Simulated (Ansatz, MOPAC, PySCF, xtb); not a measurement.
Pair of molecules: H2O (SMILES O) (first 3 atoms) with Si2H6 (SMILES [SiH3][SiH3]); geometry from B3LYP-D3(BJ)/def2-TZVP.
(charge 0, multiplicity 1):
```tsv
atom	x (Å)	y (Å)	z (Å)
O	0.5559	0.4866	1.3738
H	1.0048	-0.3071	1.0631
H	-0.2550	0.5437	0.8567
Si	-0.8495	-1.0247	3.7617
Si	0.3124	0.8873	4.4750
H	-1.9161	-0.6754	2.7900
H	-1.5005	-1.7189	4.9029
H	0.0637	-1.9996	3.1139
H	-0.2368	2.1052	3.8369
H	1.7562	0.7702	4.1687
H	0.1700	1.0407	5.9468
```

Interaction energies are E(AB) − E(A) − E(B) at the monomers' geometry in the complex; basis-set methods are counterpoise corrected. Rows marked so take none.

Rows in 6-31G*, STO-3G carry no dispersion term and start afresh at each structure (6-31G* with six Cartesian d functions). MP2/6-31G* freezes PySCF's default core. The state reached by PM7 isn't checked; PM7 holds dispersion and hydrogen-bond terms.

Codes used: Ansatz (Gaussian orbitals); MOPAC for PM7 (differences of heats of formation); PySCF for 6-31G* rows, STO-3G rows, the dispersion terms; xtb for the GFN methods. 

```json
[
 {"level": "PM7", "interaction energy (kcal/mol)": "0.85"},
 {"level": "GFN2-xTB", "interaction energy (kcal/mol)": "-2.96"},
 {"level": "HF/STO-3G (no counterpoise)", "interaction energy (kcal/mol)": "-0.94"},
 {"level": "HF/aug-cc-pV(D+d)Z", "interaction energy (kcal/mol)": "-0.66"},
 {"level": "PBE-D3(BJ)/def2-TZVPPD", "interaction energy (kcal/mol)": "-3.09"},
 {"level": "r2SCAN/def2-TZVPPD", "interaction energy (kcal/mol)": "-3.04"},
 {"level": "B3LYP-D3(BJ)/def2-TZVPPD", "interaction energy (kcal/mol)": "-3.08"},
 {"level": "CAM-B3LYP-D4/def2-TZVPPD", "interaction energy (kcal/mol)": "-3.12"},
 {"level": "MP2/6-31G* (no counterpoise)", "interaction energy (kcal/mol)": "___"}
]
```

### Question
Some entries are withheld; supply them.

### Answer

- MP2/6-31G* (no counterpoise), interaction energy (kcal/mol): -5.49

Ansatz is a quantum-chemistry and plane-wave program.
